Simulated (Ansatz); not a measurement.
The same path of H5NO3Sn (10 atoms, charge 0, multiplicity 1) was run twice with different band settings. The coordinate that changes most is the dihedral N1–Sn2–O4–H9.

Level of theory: RKS PBE0-D4/def2-SVP (Ansatz 0.2.0).

Relaxed end points:

```xyz
10
Properties=species:S:1:pos:R:3
N -1.353 0.152 -1.253
Sn 0.149 -0.012 0.079
O 1.239 -1.650 -0.068
O -0.488 -0.131 1.945
O 1.231 1.608 -0.217
H -1.111 0.807 -1.996
H -1.587 -0.741 -1.684
H 1.249 -2.118 0.776
H -1.272 0.414 2.089
H 2.025 1.619 0.331
```

```xyz
10
Properties=species:S:1:pos:R:3
N -1.300 -0.070 -1.412
Sn -0.015 -0.019 0.135
O 1.147 -1.608 -0.026
O -0.952 -0.066 1.866
O 1.094 1.617 0.256
H -1.469 0.847 -1.820
H -0.972 -0.697 -2.145
H 1.152 -2.118 0.793
H -0.577 0.596 2.461
H 1.976 1.466 -0.105
```

Common settings: movable images 5; climbing image yes; spring 5.0 eV/Å²; optimiser quadratic models (default); start path through a guess of the saddle point; iteration limit 60; end points relaxed.

| run | force threshold |
| --- | --- |
| 1 | 0.05 eV/Å |
| 2 | 0.5 eV/Å |

Q: What does each run give, and how far can it be trusted?

A: Run 1: converged after 28 iterations, highest image 0.086 eV above the first end. The profile has 2 maxima (images 2, 5) with wells between them (image 3): this band takes more than one step, which may be the mechanism or a detour left from its start path. A vibrational analysis at the climbing image gives one clearly imaginary mode, 116i cm⁻¹: a first-order saddle point.
Run 2: converged after 6 iterations, highest image 0.119 eV above the first end. The threshold of 0.5 eV/Å is loose, so the images may lie well off the minimum-energy path. The order of the stationary point at the top wasn't checked.
